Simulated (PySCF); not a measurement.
## La (lanthanum, neutral) across methods

[Xe] 5d1 6s1 6p1, one real determinant (an excited configuration). Calculation: PySCF 2.14, in x2c-TZVPPall with one added diffuse shell each of s, p, d type (12s8p8d3f1g, 106 functions); the spin-free X2C one-electron Hamiltonian (Gaussian nucleus).

```json
{"method": "UHF", "E (hartree)": "-8489.22231", "mean ε 5d α (eV)": "-7.540", "mean ε 6s α (eV)": "-6.698", "mean ε 6p α (eV)": "-4.012", "Σ⟨r²⟩ (bohr²)": "109.8", "⟨S²⟩": "3.755"}
{"method": "HSE06", "E (hartree)": "-8491.95", "mean ε 5d α (eV)": "-5.012", "mean ε 6s α (eV)": "-4.825", "mean ε 6p α (eV)": "-2.373", "Σ⟨r²⟩ (bohr²)": "106.3", "⟨S²⟩": "3.752"}
{"method": "r2SCAN", "E (hartree)": "-8492.39", "mean ε 5d α (eV)": "-4.742", "mean ε 6s α (eV)": "-4.685", "mean ε 6p α (eV)": "-2.282", "Σ⟨r²⟩ (bohr²)": "106.3", "⟨S²⟩": "3.753"}
{"method": "PBE0", "E (hartree)": "-8492.05", "mean ε 5d α (eV)": "-5.394", "mean ε 6s α (eV)": "-5.178", "mean ε 6p α (eV)": "-2.711", "Σ⟨r²⟩ (bohr²)": "106.0", "⟨S²⟩": "3.752"}
{"method": "PBE", "E (hartree)": "-8491.98", "mean ε 5d α (eV)": "-4.509", "mean ε 6s α (eV)": "-4.574", "mean ε 6p α (eV)": "-2.236", "Σ⟨r²⟩ (bohr²)": "106.0", "⟨S²⟩": "3.751"}
{"method": "revPBE", "E (hartree)": "-8492.28", "mean ε 5d α (eV)": "-4.510", "mean ε 6s α (eV)": "-4.527", "mean ε 6p α (eV)": "-2.237", "Σ⟨r²⟩ (bohr²)": "106.0", "⟨S²⟩": "3.751"}
{"method": "LDA", "E (hartree)": "-8485.19", "mean ε 5d α (eV)": "-4.432", "mean ε 6s α (eV)": "-4.732", "mean ε 6p α (eV)": "-2.226", "Σ⟨r²⟩ (bohr²)": "105.9", "⟨S²⟩": "3.751"}
{"method": "wB97M-V", "E (hartree)": "-8491.83", "mean ε 5d α (eV)": "-7.241", "mean ε 6s α (eV)": "-6.734", "mean ε 6p α (eV)": "-3.594", "Σ⟨r²⟩ (bohr²)": "108.4", "⟨S²⟩": "3.751"}
```

⟨L²⟩ = 8.46 against 12 for a pure F term, so this real determinant mixes terms. Spin-orbit coupling, absent here, splits the open shell strongly.
